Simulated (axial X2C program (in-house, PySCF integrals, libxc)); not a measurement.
**Low determinants of NbP at the PBE0 level, 2c**

All values were computed with an in-house all-electron X2C program for linear molecules (integrals from PySCF). Two-component (2c) means X2C with spin–orbit coupling and atomic mean-field two-electron Coulomb and Gaunt terms. Basis: Nb dyall-cv3z [11s12p9d5f3g], P dyall-v3z [8s7p2d1f] (cores contracted in-house); Gaussian nuclei, density fitting, unrestricted open shells. Masses: Nb 92.906 u, P 30.974 u.

Search at 2.143 Å (vertical energies from the lowest determinant):

| ΔE (eV) | state | electrons beyond evenly filled partner blocks | electrons in ±ω = 1/2, 3/2, 5/2, 7/2 |
| --- | --- | --- | --- |
| 0.00 | Ω = 1 | ω = -1/2, ω = 3/2 | 39 15 2 0 |
| 0.12 | Ω = 3 | ω = 1/2, ω = 5/2 | 39 14 3 0 |
| 0.41 | Ω = 1 | ω = -3/2, ω = 5/2 | 38 15 3 0 |
| 0.66 | Ω = 2 | ω = 1/2, ω = 3/2 | 39 15 2 0 |
| 0.79 | Ω = 2 | ω = -1/2, ω = 5/2 | 39 14 3 0 |
| 1.10 | Ω = 0 | none | 40 14 2 0 |
| 1.17 | Ω = 0 | ω = -1/2, 2 × ω = 3/2, ω = -5/2 | 39 14 3 0 |

Lowest determinant, Ω = 1 (⟨Sz⟩ = -1.00, ⟨Lz⟩ = 2.00 at PBE0): Re = 2.132 Å, ωe = 510.7 cm⁻¹.

The determinant in row 2 of the search, Ω = 3 (⟨Sz⟩ = 1.00, ⟨Lz⟩ = 2.00 at PBE0), was followed along the bond at PBE0; measured from the minimum of the lowest determinant it gives:

Te = 0.116 eV (937 cm⁻¹), Re = 2.131 Å, ωe = 511.2 cm⁻¹.

Problem. Compare the bond of the determinant in row 2 with that of the lowest one.

Solution. At PBE0 its Re is 0.001 Å shorter and its force constant, which goes as ωe², is 1.00 times that of the lowest determinant. T0 ≈ Te + Δωe/2 = 937 + (0) = 937 cm⁻¹.

The search compares states at one distance, so a state with another bond length can lie lower; it is not exhaustive and yields mostly the lowest determinant of each block pattern, so other components and higher states of one pattern are missing. These are energies of single determinants, not of spin-adapted states; PBE0 term energies can be off by some tenths of an eV, and the functional has no current term. Open-shell Ω = 0 determinants with evenly filled partner blocks cannot be reached by this program, so the Ω shown need not be the lowest component. The lowest determinant need not be the ground state where others lie within half an eV.
